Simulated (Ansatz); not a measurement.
Basis sets compared for the cluster TiSi4. Total charge 0; singlet. Geometry r2SCAN-D4/def2-SVP. Ansatz on 4 threads of Arm Neoverse V2 on a shared host; times are rough, and most runs start from earlier orbitals.

```xyz
5

Ti    0.1244   -1.8942    0.2235
Si    1.0518   -0.0586   -0.9545
Si    0.2988    0.1671    1.3791
Si   -1.3488   -0.1531   -0.4213
Si   -0.1263    1.9388   -0.2268
```

The structure comes from a short search, and lower isomers may exist.

Binding counts from free atoms (Ti triplet, Si triplet) in the same basis, without a counterpoise term.

```
                            level  functions  energy (Eh)  HOMO (eV)  LUMO (eV)  binding per atom (eV)  wall time
                  PBE-D4/def2-SVP        103   -2006.1225      -5.10      -3.30                   3.45      1.4 s
                 PBE-D4/def2-TZVP        193   -2006.6361      -5.09      -3.35                      –      2.9 s
r2SCAN-D4/def2-TZVP (with forces)        193   -2007.2683      -5.18      -3.31                      –      8.5 s
                 PBE0-D4/def2-SVP        103   -2006.1984      -5.87      -2.59                   3.04      2.2 s
                PBE0-D4/def2-TZVP        193   -2006.7080      -5.86      -2.61                   3.09      4.8 s
```

Question: Estimate the rows for PBE-D4/def2-TZVPD, r2SCAN-D4/def2-TZVPD, PBE0-D4/def2-TZVPD.

Answer: 
```
               level  functions  energy (Eh)  HOMO (eV)  LUMO (eV)  binding per atom (eV)  wall time
   PBE-D4/def2-TZVPD        220   -2006.6370      -5.10      -3.37                      –      3.9 s
r2SCAN-D4/def2-TZVPD        220   -2007.2689      -5.19      -3.32                      –      9.5 s
  PBE0-D4/def2-TZVPD        220   -2006.7087      -5.86      -2.63                   3.09        7 s
```
